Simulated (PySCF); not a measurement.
Two species compared at the same levels of theory.

First species: GeH2Me(OMe), C2H8GeO.
SMILES: `[O]([GeH2][CH3])C`

Second species: C2H9GeNS.
SMILES: `C[NH][GeH2][S]C`

Levels: B3LYP/def2-SVPD for HOMO energy, LUMO energy, HOMO–LUMO gap and static isotropic polarisability; TDDFT B3LYP/def2-SVPD for lowest singlet excitation. Geometries: PBE0-D3(BJ)/def2-SVP. All species are isolated and taken at one optimised geometry, non-relativistic unless stated. Electronic properties by PySCF.

The conformers computed, where there is a choice (atom-mapped SMILES and torsion angles):
- `[CH3:1][NH:2][GeH2:3][S:4][CH3:5]`: C1–N2–Ge3–S4 65°, N2–Ge3–S4–C5 52°

Values for the first species:

| Property | Result |
| --- | --- |
| HOMO energy | -7.40 eV |
| LUMO energy | 0.20 eV |
| HOMO–LUMO gap | 7.60 eV |
| Lowest singlet excitation | 6.49 eV |
| Static isotropic polarisability | 62.3 au |

Q: Estimate the same properties for the second species, and the change in each.

A: 
| property | first | second | second less first |
| --- | --- | --- | --- |
| HOMO energy | -7.40 eV | -6.48 eV | +0.92 eV |
| LUMO energy | 0.20 eV | -0.04 eV | -0.24 eV |
| HOMO–LUMO gap | 7.60 eV | 6.44 eV | -1.16 eV |
| lowest singlet excitation | 6.49 eV | 5.35 eV | -1.14 eV |
| static isotropic polarisability | 62.3 au | 88.1 au | +25.8 au |

On the first: The principal polarisabilities are 55.9, 58.4 and 72.6 au; their mean is the isotropic value. S1 lies 1.11 eV below the HOMO–LUMO gap; its leading configuration is HOMO→LUMO, weight 0.80. Relativistic effects, spin–orbit coupling among them, are left out although an element past zinc is present.

On the second: S1 lies 1.09 eV below the HOMO–LUMO gap; its leading configuration is HOMO→LUMO+1, weight 0.48, beside HOMO→LUMO, weight 0.41. No computed singlet falls in the visible range (750 to 380 nm, 1.65 to 3.26 eV); S1 lies 2.09 eV above its blue end. Relativistic effects, spin–orbit coupling among them, are left out although an element past zinc is present.
